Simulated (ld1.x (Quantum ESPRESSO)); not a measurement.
## What one change does to a pseudopotential (C, RRKJ)

carbon, norm-conserving RRKJ (Kleinman–Bylander form), made with ld1.x (Quantum ESPRESSO) 7.5 (PBE, scalar-relativistic). Core [He], reference 2s2 2p1.5 (charge +0.5). Waves: 2p (bound): rc 2.05 bohr; 3d channel at 0.05 Ry: rc 2.05 bohr; 2s (bound): rc 1.00 bohr. Local part: the s channel. Core correction: none. rho0 = 0.01.

Change: local potential the d channel.

Cutoffs: the cutoffs (Ry, on a coarse ladder) from which the occupation-weighted sum of valence levels, in a spherical-Bessel basis at the reference potential, stays within 10 and 1 mRy of its value at 400 Ry; they do not see the model core or the augmentation charge, which bear on the density cutoff. Errors are all-electron minus pseudo energies relative to the spin-unpolarised reference configuration.

Task: What does the change do?

Result: The potential gets harder (35 Ry and 90 Ry → 50 Ry and 90 Ry); of the 7 tests that both files solve, the error grows in 0 and shrinks in 2 by more than 15 % and 0.3 meV (median size 23.9 → 20.0 meV); neither file shows a bound ghost.

```csv
quantity,base,changed
"cutoff, loose",35 Ry,50 Ry
"cutoff, tight",90 Ry,90 Ry
loose cutoff by channel (10 mRy a level),"p 25 Ry, s 35 Ry","s 45 Ry, p 25 Ry"
bound ghosts,none,none
"error for 2s2 2p2, meV [ΔE -3.96 eV]",+4.8,+4.9
"error for 2s2 2p1, meV [ΔE 6.90 eV]",+14,+14
"error for 2s2 2p0, meV [ΔE 31.05 eV]",+289,+283
"error for 2s1 2p3, meV [ΔE 4.51 eV]",+24,+20
"error for 2s0 2p4, meV [ΔE 13.01 eV]",+33,+26
"error for 2s1 2p0, meV [ΔE 79.25 eV]",+657,+667
"error for 2s2 2p2.3, meV [ΔE -5.12 eV]",+7.8,+8.0
s: phases at 2.26 bohr within 0.05 rad from the reference energy up to (Ry; the scan ends near 5),2.3,1.9
p: phases at 2.26 bohr within 0.05 rad from the reference energy up to (Ry; the scan ends near 5),1.5,1.6
d: phases at 2.26 bohr within 0.05 rad from the reference energy up to (Ry; the scan ends near 5),to the end of the scan,to the end of the scan
```
